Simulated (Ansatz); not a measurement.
One change: `[SiH3][Ga]([Cl])[Cl]` becomes `[OH][Ga]([Cl])[Cl]`.

Ansatz, PBE0-D4/def2-TZVP geometries, multiplicity 1. Each molecule was computed in one conformer, which needn't be the lowest.

Scalar relativity is left out up to krypton.

| property | `[SiH3][Ga]([Cl])[Cl]` |
| --- | --- |
| LUMO energy (PBE0/def2-TZVPP) / eV | -2.04 |
| LUMO energy (ωB97M-V/def2-TZVPP) / eV | -0.27 |
| size of the dipole moment (ωB97M-V/def2-TZVPP) / D | 2.71 |
| HOMO–LUMO gap (ωB97M-V/def2-TZVPP) / eV | 10.17 |
| HOMO energy (ωB97M-V/def2-TZVPP) / eV | -10.44 |
| size of the dipole moment (B3LYP/def2-TZVPP) / D | 2.70 |

Task: What does the change do to each property? (Best estimate.)

Result: Ansatz gave: 
```
                                          property  `[OH][Ga]([Cl])[Cl]`  shift
                LUMO energy (PBE0/def2-TZVPP) / eV                 -1.56   0.48
             LUMO energy (ωB97M-V/def2-TZVPP) / eV                  0.37   0.64
size of the dipole moment (ωB97M-V/def2-TZVPP) / D                  1.42  -1.29
           HOMO–LUMO gap (ωB97M-V/def2-TZVPP) / eV                 12.04   1.87
             HOMO energy (ωB97M-V/def2-TZVPP) / eV                -11.68  -1.24
  size of the dipole moment (B3LYP/def2-TZVPP) / D                  1.41  -1.29
```

With PBE0 the HOMO falls by 0.99 eV and the LUMO rises by 0.48 eV, so the gap widens by about 1.47 eV. PBE moves the HOMO by -0.65 eV and ωB97M-V by -1.24 eV. Dipoles are sizes alone; their direction can turn.

B3LYP here is the variant with VWN-RPA as its local correlation; programs differ in this.
